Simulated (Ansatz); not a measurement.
Ideal-gas functions of CH$_{6}$GeS, SMILES `C[S][GeH3]` at 298.15 K and 1 bar, from an Ansatz frequency run at PBE0-D4/def2-TZVP.

Molar mass 122.74 g/mol, point group Cs (symmetry number 1), electronic degeneracy 1, moments of inertia 37.82, 181.837, 210.117 u Å². Harmonic wavenumbers (cm⁻¹, unscaled): 105, 147, 165, 413, 562, 562, 731, 825, 862, 883, 971, 986, 1350, 1467, 1475, 2137, 2139, 2179, 3058, 3145, 3155.

Use S(trans) = R[1.5 ln M + 2.5 ln T − 1.1517]; rotational temperatures θ = 24.2544 K / I; S(rot) = R[ln(√π/σ · √(T³/θAθBθC)) + 1.5]; for each mode x = 1.438777 ν̃/T, S = R[x/(eˣ − 1) − ln(1 − e⁻ˣ)] and H = RT x/(eˣ − 1); 1 cm⁻¹ = 0.0119627 kJ/mol; R = 8.31446 J/(mol·K).

Q: By hand: the entropy, in J/(mol·K).

A: Translation 168.8. Rotation: θ = 0.6413, 0.1334, 0.1154 K, giving 107.5. Vibration, mode by mode: 14.06, 11.34, 10.43, 3.83, 2.18, 2.18, 1.14, 0.79, 0.68, 0.63, 0.44, 0.41, 0.09, 0.06, 0.05, 0.00, 0.00, 0.00, 0.00, 0.00, 0.00, in all 48.3. Electronic 0.0. Sum 324.6 J/(mol·K).

Q: By hand: H − E and G − E in kJ/mol, counted from the electronic energy.

A: Zero-point energy ½ × 27317 × 0.0119627 = 163.4; thermal vibration 8.0; translation, rotation and pV give 4 RT = 9.9. H − E = 181.3 kJ/mol, and G − E = 181.3 − 298.15 × 324.6/1000 = 84.5 kJ/mol.

Vibration gives 15 % of the entropy, 25.4 J/(mol·K) of it from the modes under 150 cm⁻¹: soft modes count most, and the harmonic formula is weakest for them.
